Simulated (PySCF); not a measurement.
**Computed data sheet: `CCCn1cccn1`**

C₆H₁₀N₂.
Atom-mapped SMILES: `[CH3:1][CH2:2][CH2:3][n:4]1[cH:5][cH:6][cH:7][n:8]1` (hydrogens: H9, H10, H11 on C1; H12, H13 on C2; H14, H15 on C3; H16 on C5; H17 on C6; H18 on C7)

Geometry (GFN2-xTB, Å), atoms numbered from 1 in this order:
```xyz
18
C6H10N2 angstrom
C      1.8717    1.0924    0.6022
C      1.7595   -0.1596   -0.2574
C      0.6656   -1.1011    0.2610
N     -0.6471   -0.5529    0.0600
C     -1.3971   -0.6199   -1.0577
C     -2.5501    0.0879   -0.8102
C     -2.3955    0.5551    0.5011
N     -1.2430    0.1613    1.0080
H      0.9064    1.5866    0.6773
H      2.1995    0.8342    1.6064
H      2.5879    1.7881    0.1723
H      2.7101   -0.6960   -0.2584
H      1.5285    0.1183   -1.2884
H      0.7230   -2.0644   -0.2540
H      0.7917   -1.2579    1.3346
H     -1.0718   -1.1600   -1.9243
H     -3.3794    0.2432   -1.4689
H     -3.0689    1.1511    1.0846
```

Structural features include: pyridine-type ring nitrogen and pyrrole-type ring nitrogen.

**GFN2-xTB geometry**

```
Point group of the GFN2-xTB geometry                  : C1
Rotational constants A, B, C of the GFN2-xTB geometry : 4.513, 1.462, 1.300 GHz
```

**PBE0/def2-SVPD ground state and vertical TDDFT (core frozen in the response) (PySCF)**

```
Dipole moment                                                     : 2.26 D
HOMO energy                                                       : -7.11 eV
LUMO energy                                                       : 0.37 eV
HOMO–LUMO gap                                                     : 7.48 eV
Lowest singlet excitation                                         : 6.50 eV (191 nm, f = 0.124)
Strongest line among the 6 lowest singlet transitions             : S1 at 6.50 eV (191 nm, f = 0.124)
Lowest triplet excitation (Tamm–Dancoff)                          : 4.74 eV
Static isotropic polarisability                                   : 82.4 au
Electronic spatial extent ⟨r²⟩ about the centre of nuclear charge : 1003 bohr²
```

From PBE0/pcSseg-1 ground state and GIAO shieldings, non-relativistic (PySCF):

```
Lowest Hirshfeld atomic charge                              : -0.14 e on N8
Highest Hirshfeld atomic charge                             : +0.06 e on H16/H18
13C chemical shifts (computed TMS as zero) by class         : 141.9 (C7), 131.1 (C5), 112.4 (C6), 55.7 (C3), 31.7 (C2), 14.2 (C1) ppm
1H chemical shifts (computed TMS as zero) by class          : 7.54 (H18), 7.36 (H16), 6.48 (H17), 4.18 (H14/H15), 1.59 (H12/H13), 1.09 (H9/H10/H11) ppm
Isotropic shieldings of nuclei other than C and H, by class : -83 (N8), 27 (N4) ppm
Mayer bond orders between heavy atoms                       : C1–C2 1.05, C2–C3 1.03, C3–N4 0.89, N4–C5 1.14, C5–C6 1.45, C6–C7 1.34, C7–N8 1.51, N8–N4 1.21
```

Monoisotopic mass (most abundant isotopes): 110.0844 u.

 S1 lies 0.98 eV below the HOMO–LUMO gap; its leading configuration is HOMO→LUMO, weight 0.64. The 6 singlets span 6.50 to 7.49 eV, and their oscillator strengths add up to 0.24. No computed singlet falls in the visible range (750 to 380 nm, 1.65 to 3.26 eV); S1 lies 3.24 eV above its blue end. The vertical singlet–triplet gap S1 − T1 is 1.76 eV (TDDFT singlet less Tamm–Dancoff triplet; S1: HOMO→LUMO, weight 0.64; T1: HOMO−1→LUMO, weight 0.56).

Isolated species at its GFN2-xTB geometry (one conformer only). NMR classes are plain means over equivalent atoms (diastereotopic ones count apart unless rotation or inversion swaps them), as if these changed places fast; in this geometry the members of some classes differ.

For the NMR shielding job (PBE0/pcSseg-1), time: 26 s of wall time (grids of density and orbitals included); peak memory 0.91 GiB. Hardware: an Arm Neoverse V2 with one thread, shared host.
